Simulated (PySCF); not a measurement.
C10H8Se, SMILES c1ccc(-c2ccc[se]2)cc1.

The structure is a stationary point at PBE0-D3(BJ)/def2-SVP. The values are those of a single conformer.

All values below come from PBE/def2-SVP (PySCF).

Gas-phase values at a fixed geometry.

```yaml
total_energy: -2785.99881 hartree
highest_occupied_level: -5.27 eV
lowest_empty_level: -1.93 eV
orbital_gap: 3.34 eV
dipole_moment: 0.21 D
quadrupole, principal values (traceless, Buckingham form, about the centre of nuclear charge): -12.73, 3.92, 8.81 D·Å
mean_static_polarisability: 132.1 bohr³ (19.58 Å³)
polarisability_principal_values: 61.1, 131.0, 204.3 bohr³
```
